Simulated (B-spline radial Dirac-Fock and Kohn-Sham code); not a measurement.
## Subshell photoionisation cross sections of Pd⁷⁺ against photon energy

System: Pd⁷⁺, [Kr] 4d3.

The computed values come from a radial B-spline solver: a relativistic central-field model (Hartree-Slater potential of the initial state, Latter tail, multipole expansion of the photon field, Dirac-Fock thresholds). Values are in kb; a dash marks an energy below the computed threshold.

| hν (eV) | 2p1/2 | 3s | 3p1/2 | 3d3/2 | 4d3/2 |
| --- | --- | --- | --- | --- | --- |
| 262 | – | – | – | – | 115 |
| 378 | – | – | – | – | 72.3 |
| 701 | – | – | 148 | 657 | 23.0 |
| 1070 | – | 66.6 | 91.5 | 227 | 8.42 |
| 1100 | – | 64.1 | 87.9 | 211 | 7.85 |
| 3390 | – | 9.44 | 9.95 | 6.52 | 0.291 |
| 5010 | 28.0 | 4.39 | 3.85 | 1.66 | 0.0770 |
| 16600 | 0.794 | 0.330 | 0.135 | 0.0163 | 0.000815 |
| 17700 | 0.647 | 0.284 | 0.111 | 0.0125 | 0.000628 |
| 19200 | 0.499 | 0.235 | 0.0862 | 0.00898 | 0.000451 |
| 24200 | 0.235 | 0.134 | 0.0417 | 0.00344 | 0.000174 |
| 26000 | 0.186 | 0.113 | 0.0332 | 0.00254 | 0.000129 |
| 29600 | 0.121 | 0.0816 | 0.0219 | 0.00147 | 7.49e-05 |
| 33600 | 0.0796 | 0.0593 | 0.0145 | 0.000862 | 4.40e-05 |
| 60300 | 0.0111 | 0.0128 | 0.00210 | 7.16e-05 | 3.69e-06 |
| 93800 | 0.00245 | 0.00383 | 0.000473 | 1.10e-05 | 5.71e-07 |
| 94800 | 0.00236 | 0.00372 | 0.000457 | 1.06e-05 | 5.47e-07 |
| 97900 | 0.00212 | 0.00340 | 0.000410 | 9.23e-06 | 4.78e-07 |
| 122000 | 0.00100 | 0.00184 | 0.000196 | 3.69e-06 | 1.91e-07 |

At 122000 eV the multipoles beyond E1 give 43.4 % of 2p1/2, 28.1 % of 3s, 43.2 % of 3p1/2, 61.9 % of 3d3/2, 61.8 % of 4d3/2.

Run: 2.9 s of CPU time on 1 thread of Intel(R) Xeon(R) 6975P-C (shared host), peak memory 0.37 GiB.
